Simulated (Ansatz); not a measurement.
One change: `CNB(C)Cl` becomes `CB(Cl)[SeH]`.

Ansatz, PBE0-D4/def2-TZVP geometries, multiplicity 1. Each molecule was computed in one conformer, which needn't be the lowest.

Scalar relativity is left out up to krypton.

```tsv
property	`CNB(C)Cl`
ideal-gas entropy at 298 K and 1 bar (rigid rotor, harmonic PBE0-D4/def2-TZVP) / J/(mol·K)	341
zero-point energy (PBE0-D4/def2-TZVP) / kJ/mol	257.5
LUMO energy (B3LYP/def2-TZVPP) / eV	0.42
size of the dipole moment (ωB97M-V/def2-TZVPP) / D	2.61
HOMO–LUMO gap (ωB97M-V/def2-TZVPP) / eV	11.94
HOMO energy (ωB97M-V/def2-TZVPP) / eV	-9.95
```

Task: What does the change do to each property? (An estimate is asked.)

Result: The calculation gave: 
```
                                                                                  property  `CB(Cl)[SeH]`   shift
ideal-gas entropy at 298 K and 1 bar (rigid rotor, harmonic PBE0-D4/def2-TZVP) / J/(mol·K)            335      -6
                                            zero-point energy (PBE0-D4/def2-TZVP) / kJ/mol          132.6  -124.9
                                                       LUMO energy (B3LYP/def2-TZVPP) / eV          -1.17   -1.59
                                        size of the dipole moment (ωB97M-V/def2-TZVPP) / D           1.78   -0.83
                                                   HOMO–LUMO gap (ωB97M-V/def2-TZVPP) / eV          10.72   -1.22
                                                     HOMO energy (ωB97M-V/def2-TZVPP) / eV          -9.70    0.25
```

With PBE0 the HOMO rises by 0.07 eV and the LUMO falls by 1.75 eV, so the gap narrows by about 1.82 eV. PBE moves the HOMO by -0.14 eV and ωB97M-V by 0.25 eV. The zero-point energy changes by -124.9 kJ/mol with -12 modes. Dipoles are sizes alone; their direction can turn.

B3LYP here is the variant with VWN-RPA as its local correlation; programs differ in this.

Spin–orbit coupling is left out; it splits and shifts lone-pair levels of the heavy atoms by tenths of an eV.
